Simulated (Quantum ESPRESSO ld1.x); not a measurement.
Values are calculated unless marked as measured or tabulated.
Radial electron density D(r) = 4 pi r^2 rho(r) of an atom or ion with 4 electrons. Level of theory: non-relativistic Kohn-Sham, PBE, spin-unpolarised, spherical densities, point nucleus (ld1.x of Quantum ESPRESSO 7.5).

```
   r/bohr * D(r) (the largest magnitude, 5.12, reaches the edge; | marks zero)
  0.01851 |  *
  0.02284 |   *
  0.02789 |     *
  0.03407 |       *
  0.04203 |          *
  0.05133 |               *
   0.0627 |                    *
  0.07735 |                          *
  0.09447 |                                 *
   0.1165 |                                         *
   0.1424 |                                                *
   0.1739 |                                                     *
   0.2145 |                                                      *
    0.262 |                                                   *
     0.32 |                                            *
   0.3948 |                                 *
   0.4822 |                      *
   0.5949 |             *
   0.7266 |        *
   0.8874 |        *
    1.095 |          *
    1.337 |            *
     1.65 |            *
    2.015 |         *
    2.461 |     *
    3.036 | *
    3.708 |*
    4.529 *
    5.588 *
```

What is the nuclear charge?

Answer. Z = 5. The innermost maximum, from 1s, lies near 1/Z = 0.2 bohr (found: 0.208), and its height grows with Z. The density is that of the boron ion B+ in [He] 2s2; the configuration itself is not fixed sharply by these data. D(r) has 2 maxima, at r = 0.208, 1.43 bohr, and minima at 0.811 bohr, inside which lie 2.06 electrons.
